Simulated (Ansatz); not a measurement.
Gas-phase electronic energies from Ansatz, PBE0-D4/def2-TZVP geometries. CCSD(T)/CBS adds triple-zeta CCSD(T) − MP2 to the extrapolated MP2 energy (def2 sets, frozen cores). This one scheme is used for every species. DFT in def2-TZVPP. One conformer a species, not always the lowest.

Consider the cleavage of the Al–B bond: `[CH3][Al]([Cl])[BH]S` + CH₃NH₂ → `C[NH][Al]([CH3])[Cl]` + `BS`.

`[CH3][Al]([Cl])[BH]S`:

```xyz
10

C     1.372    0.211    0.912
Al    0.001   -0.940    0.143
Cl    0.029   -2.975    0.710
B    -1.518   -0.241   -1.156
S    -1.746    1.488   -1.424
H     2.227   -0.366    1.273
H     1.738    0.954    0.198
H     0.970    0.763    1.769
H    -2.305   -0.897   -1.771
H    -0.768    2.003   -0.654
```

CH₃NH₂:

```xyz
7

C    -0.198   -0.529    0.061
N     0.572    0.673   -0.212
H    -1.196   -0.362    0.489
H     0.359   -1.166    0.752
H    -0.323   -1.097   -0.864
H     0.709    1.208    0.635
H     0.078    1.273   -0.860
```

`C[NH][Al]([CH3])[Cl]`:

Z-matrix (Å, degrees):
```
C
N 1 1.447
H 1 1.096 2 112.4
H 1 1.096 2 112.3 3 121.6
H 1 1.093 2 110.1 3 -119.2
Al 2 1.762 1 128.9 3 119.2
H 2 1.009 1 112.2 3 -60.8
Cl 6 2.108 2 115.1 1 -180.0
C 6 1.937 2 124.3 1 -0.0
H 9 1.094 6 110.7 2 121.3
H 9 1.094 6 110.7 2 -120.5
H 9 1.092 6 112.5 2 0.4
```

`BS`:

Cartesian coordinates in Å:
```
B 0.373 0.142 -0.420
S -0.084 -0.178 1.254
H 1.513 0.439 -0.599
H -0.419 0.063 -1.306
H -1.384 -0.467 1.072
```

Task: Is it downhill or uphill in electronic energy at CCSD(T)/CBS, and by how much? (Estimate.)

Result: The calculation gave: Downhill: ΔE = -114.7 kJ/mol.

Task: What do these levels give: LDA (SPW92), PBE-D4, revPBE-D4, BLYP-D4, PBE0-D4, r2SCANh-D4, BHLYP-D4, ωB97X-V, BHLYP, HF/def2-SVP, MP2/def2-TZVPP, MP2/def2-QZVPP? (Estimate.)

Result: Computed: LDA (SPW92) -108.5, PBE-D4 -102.9, revPBE-D4 -103.6, BLYP-D4 -116.5, PBE0-D4 -106.2, r2SCANh-D4 -116.9, BHLYP-D4 -122.0, ωB97X-V -115.6, BHLYP -123.0, HF/def2-SVP -125.6, MP2/def2-TZVPP -124.0, MP2/def2-QZVPP -123.4 kJ/mol.

Largest T1 diagnostic among the species: 0.015.

From BLYP to BHLYP (50 % exact exchange), in def2-TZVPP and without D4, ΔE moves by −7.6 kJ/mol. At CCSD(T), def2-SVP lies −3.6 kJ/mol from the extrapolated value and def2-TZVPP −1.5 kJ/mol. Leaving LDA and LC-ωPBE aside and taking each functional with its dispersion term where it has one, the values, not all of them listed here, spread over 19.8 kJ/mol, from CAM-B3LYP-D4 to PBE-D4. LDA lies −5.9 kJ/mol from PBE without D4.
